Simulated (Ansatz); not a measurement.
Geometry optimisation, RKS BHLYP-D4/6-31G* in Ansatz 0.2.0.

The input (input.yaml):

```yaml
crystal:
  periodic: [false, false, false]
  atoms:
    - { symbol: C, position_ang: [-1.3966, -1.9692, -1.7317] }
    - { symbol: S, position_ang: [-0.9978, -2.6997, -0.1597] }
    - { symbol: Si, position_ang: [-0.6666, -0.8261, 0.8341] }
    - { symbol: Si, position_ang: [1.3537, 0.0817, 0.1232] }
    - { symbol: B, position_ang: [1.6084, 1.7219, 1.0668] }
    - { symbol: "N", position_ang: [2.82524, 2.63826, 0.84591] }
    - { symbol: H, position_ang: [-2.2955, -1.2549, -1.6072] }
    - { symbol: H, position_ang: [-1.6722, -2.7035, -2.4751] }
    - { symbol: H, position_ang: [-0.5844, -1.3305, -2.1067] }
    - { symbol: H, position_ang: [-0.5241, -1.0692, 2.3175] }
    - { symbol: H, position_ang: [-1.7538, 0.1041, 0.6178] }
    - { symbol: H, position_ang: [2.4036, -0.8588, 0.3907] }
    - { symbol: H, position_ang: [1.134, 0.38, -1.3283] }
    - { symbol: H, position_ang: [0.79841, 2.07454, 1.84884] }
    - { symbol: H, position_ang: [3.65266, 2.03801, 0.99374] }
    - { symbol: H, position_ang: [2.82207, 2.93113, -0.15095] }
basis:
  gaussian: { orbitals: "6-31G*" }
hamiltonian:
  xc: { name: BHLYP }
  dispersion: d4
relax:
  f_tol: 0.015
  max_steps: 40
```

Command:

```bash
$ ansatz run input.yaml --threads 2 --pin off --max-ram 3072MiB --backend cpu --events-out ev --progress --plain --runs-dir out
```

Task: Where does it end, and by what steps?

Result: The run converged. After 24 steps the energy has fallen by 2.053 eV; H16 moved furthest, 1.86 Å.

```csv
step,energy less start (eV),largest force component (eV/Å),accepted
0,0.0000,2.733,yes
1,-0.4875,1.228,yes
2,-0.7646,1.468,yes
3,-1.0673,1.921,yes
4,-1.3319,2.074,yes
5,-1.6016,1.583,yes
6,-1.8224,1.019,yes
7,-1.9453,0.530,yes
8,-2.0039,0.181,yes
9,-1.9916,0.677,no
10,-2.0179,0.062,yes
11,-2.0255,0.208,yes
12,-2.0350,0.138,yes
13,-2.0370,0.434,yes
14,-2.0438,0.255,yes
15,-2.0465,0.107,yes
16,-2.0491,0.037,yes
17,-2.0494,0.183,yes
18,-2.0512,0.059,yes
19,-2.0517,0.021,yes
20,-2.0522,0.025,yes
21,-2.0522,0.088,yes
22,-2.0525,0.048,yes
23,-2.0526,0.020,yes
24,-2.0526,0.006,yes
```

```xyz
16
Properties=species:S:1:pos:R:3
C -1.568 -2.108 -1.682
S -1.037 -2.690 -0.035
Si -0.473 -0.827 0.865
Si 1.289 0.237 -0.248
B 1.653 2.063 0.531
N 2.807 2.300 1.258
H -2.382 -1.396 -1.601
H -1.917 -2.977 -2.227
H -0.745 -1.660 -2.227
H -0.087 -1.178 2.247
H -1.653 0.069 0.930
H 2.473 -0.655 -0.148
H 0.929 0.321 -1.684
H 0.881 2.962 0.410
H 3.520 1.612 1.413
H 3.017 3.187 1.677
```

Whether the end is a true minimum wasn't checked by a vibrational analysis.

Time of the run: 2.3 min on 2 threads of Arm Neoverse V1 (shared host), peak memory 0.33 GiB.
